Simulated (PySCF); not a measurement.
Run record: geometry optimisation, `C[C@H]1CCC([O-])=CC1=O`.

Computed with PBE0-D3(BJ)/def2-SVP geometry optimisation, gas phase (PySCF 2.14.0). Start geometry: GFN2-xTB. The input is one job of a driver script: a line of settings, then coordinates in Å.

Command:
```bash
OMP_NUM_THREADS=1 python probes_run.py task.json out
```

Input:
```
{"job": {"xc": "PBE0", "basis": "def2-SVP", "d3": "d3bj", "grid": 1, "shake": 0.01, "kind": "geom"}, "charge": -1, "multiplicity": 1}
C     -2.225930     0.274240     0.004120
C     -0.800150     0.031910     0.386610
C     -0.161300    -0.995240    -0.532070
C      1.325580    -1.232530    -0.087230
C      2.100750     0.062890    -0.100520
O      3.327860     0.004870    -0.289460
C      1.399100     1.246070     0.145000
C      0.032140     1.358630     0.384130
O     -0.581340     2.424930     0.650920
H     -2.311640     0.550510    -1.047490
H     -2.882610    -0.575750     0.197270
H     -2.615460     1.146400     0.578610
H     -0.802560    -0.334310     1.411370
H     -0.161000    -0.612280    -1.543600
H     -0.718050    -1.941540    -0.507970
H      1.305030    -1.625780     0.942680
H      1.795020    -1.948820    -0.734950
H      1.947040     2.177750     0.156820
```

Output:
```
step   0  E = -421.88483481  max force = 0.042632
step   1  E = -421.88933783  max force = 0.010745
step   2  E = -421.89051807  max force = 0.007437
step   3  E = -421.89083582  max force = 0.003052
step   4  E = -421.89098931  max force = 0.003825
step   5  E = -421.89116103  max force = 0.002105
step   6  E = -421.89123122  max force = 0.001253
step   7  E = -421.89124201  max force = 0.000655
step   8  E = -421.89125322  max force = 0.000516
step   9  E = -421.89125636  max force = 0.000259
optimisation converged
```

Energies in Eh; «max force» is the largest Cartesian gradient component in Eh/bohr.

**Question.** Give the first gradient maximum in eV/Å.

**Answer.** With 1 Eh/bohr = 51.422 eV/Å, 2.192 eV/Å.

In short: final energy -421.89126 Eh after 9 steps.

**Question.** Where do the atoms end?

**Answer.** 0.045 Å rms from the input after alignment:
```
atom  x, y, z in Å
C1    -2.2445    0.3484   -0.0188
C2    -0.7999    0.0961    0.3780
C3    -0.1643   -1.0545   -0.3886
C4     1.2859   -1.2528    0.0091
C5     2.1249    0.0257   -0.1094
O6     3.3477   -0.0987   -0.2717
C7     1.4204    1.2519    0.0080
C8     0.0326    1.3961    0.2560
O9    -0.5609    2.4759    0.4108
H10   -2.3221    0.5215   -1.1059
H11   -2.8962   -0.5044    0.2374
H12   -2.6020    1.2599    0.4801
H13   -0.7810   -0.1648    1.4563
H14   -0.2147   -0.8216   -1.4686
H15   -0.7480   -1.9832   -0.2408
H16    1.3458   -1.5965    1.0598
H17    1.7882   -2.0228   -0.5984
H18    2.0083    2.1732   -0.0552
```

**Question.** Estimate the wall time. Hardware: an AMD EPYC 9R14 with one thread, no GPU, shared host with 192 logical CPUs at a one-minute load of 67. And the peak memory of the process?

**Answer.** About 1.7 min, with 0.81 GiB resident at the peak, the Python interpreter and its libraries included.
Labels such as C1 count atoms from 1, the log's own numbers from 0.
